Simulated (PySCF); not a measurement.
# UHF on Hf (hafnium, neutral)

Configuration: [Xe] 4f14 5d2 6s1 7s1, high-spin 5F determinant (an excited configuration). Computed with PySCF 2.14 in aug-cc-pwCVTZ-PP with ECP60MDF, with a scalar-relativistic core potential.

```
Total energy             : -47.823401 hartree
One-electron energy      : -78.0319 hartree
Hartree (Coulomb) energy : 35.5470 hartree
Exchange energy          : -5.3385 hartree
⟨S²⟩                     : 6.0054
⟨L²⟩                     : 12.050
Sum of ⟨r⟩               : 27.70 bohr
Sum of ⟨r²⟩              : 133.9 bohr²
Time after the integrals : about 7 core-seconds
```

```csv
shell,electrons,mean orbital energy (hartree),"rms radius, mean of both spins (bohr)"
5s α,1,-3.07292,1.23
5s β,1,-3.00620,1.23
5p α,3,-1.75981,1.45
5p β,3,-1.65978,1.45
5d α,2,-0.40650,2.45
6s α,1,-0.38364,3.50
7s α,1,-0.08040,9.70
```

Energies and moments cover only the electrons outside the core potential. Spin-orbit coupling, absent here, splits the open shell strongly. The outer electron is Rydberg-like, and this basis confines it to a smaller radius and binds it less than a complete one would.
